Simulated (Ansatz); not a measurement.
`BC(=N)CS`, relaxed with RKS PBE0-D4/def2-TZVP in Ansatz from a PBE-D4/def2-SVP geometry. The force threshold is 0.005 eV/Å; the program also tests the step.

Charge 0, multiplicity 1.

Start:

```xyz
11

B     0.164    0.535    1.298
C    -0.551    0.513   -0.143
N    -1.655    1.034   -0.528
C     0.413   -0.360   -0.954
S     1.301   -1.123    0.500
H     1.037    1.382    1.443
H    -0.414    0.174    2.310
H    -1.845    0.819   -1.528
H     1.184    0.238   -1.488
H    -0.005   -1.118   -1.650
H     0.372   -2.095    0.740
```

(1) By how much does the energy fall, and how many steps does the optimiser take? (Best estimate.)

(2) Which bonds change most? (An estimate is asked.)

(3) Give the relaxed structure. (An estimate is asked.)

Results:

(1) Computed: 1.45 kcal/mol, in 11 steps.

(2) Computed: C4–S5 from 1.866 to 1.833 Å; B1–S5 from 2.163 to 2.137 Å; B1–H7 from 1.220 to 1.198 Å; S5–H11 from 1.366 to 1.345 Å.

(3) The calculation gave: 
```xyz
11

B     0.178    0.537    1.288
C    -0.546    0.501   -0.136
N    -1.663    0.955   -0.514
C     0.433   -0.336   -0.944
S     1.238   -1.140    0.493
H     1.072    1.341    1.379
H    -0.382    0.226    2.300
H    -1.853    0.734   -1.496
H     1.209    0.278   -1.408
H     0.038   -1.045   -1.672
H     0.272   -2.050    0.708
```
